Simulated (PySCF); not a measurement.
## Working out the excitation energy of Zn

Zn [Ar] 3d10 4s2 (1S) → Zn [Ar] 3d9 4s2 4p1 (high-spin determinant). Calculation: PySCF 2.14, in aug-cc-pVDZ-PP with ECP10MDF; a scalar-relativistic core potential. Frozen: 3s2 3p6. Energies in hartree (1 hartree = 27.21139 eV):

```
             part   Zn (lower)   Zn (upper)
              UHF  -225.952569  -225.620766
MP2 opposite-spin    -0.301853    -0.238739
    MP2 same-spin    -0.166911    -0.130875
```

Problem. What does Hartree-Fock give?

Solution. (-225.620766) − (-225.952569) = 0.331803 hartree = 9.029 eV.

Problem. What do MP2 and SCS-MP2 (6/5 opposite-spin, 1/3 same-spin) give?

Solution. The opposite-spin parts differ by 1.717 eV and the same-spin parts by 0.981 eV. MP2: 9.029 + (1.717) + (0.981) = 11.727 eV. SCS-MP2: 9.029 + 1.2 × (1.717) + (0.981)/3 = 11.416 eV.

One determinant mixes LS terms, so it does not stand for a single term.

The upper state lies above the first ionisation limit, where it may autoionise and the basis confines it.

A double-zeta basis recovers only part of the correlation energy.
